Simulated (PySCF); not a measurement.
H2BF3O, singlet (PBE0/def2-SVP optimised geometry):

```
7

B     -0.364    -0.121     0.000
F     -0.970    -1.088     0.727
F     -0.973     1.088     0.000
F      0.973    -0.121     0.000
O     -0.772    -0.657    -1.617
H     -1.345     0.029    -1.990
H     -1.318    -1.449    -1.510
```

Calculation: PySCF with PBE0/def2-TZVP.

### Question
What are the frontier orbital energies and the dipole moment?

### Answer
HOMO-2 -11.53 eV, HOMO-1 -11.16 eV, HOMO -10.86 eV, LUMO -0.31 eV, LUMO+1 1.65 eV; dipole moment 4.60 D.

On the same geometry PBE/def2-TZVP (PySCF) gives HOMO-2 -9.45 eV, HOMO-1 -9.10 eV, HOMO -8.68 eV, LUMO -1.23 eV, LUMO+1 0.70 eV; dipole moment 4.52 D.

Meta-Löwdin charges at PBE0/def2-TZVP: B1 0.77, F2 -0.36, F3 -0.36, F4 -0.34, O5 -0.48, H6 0.39, H7 0.39.
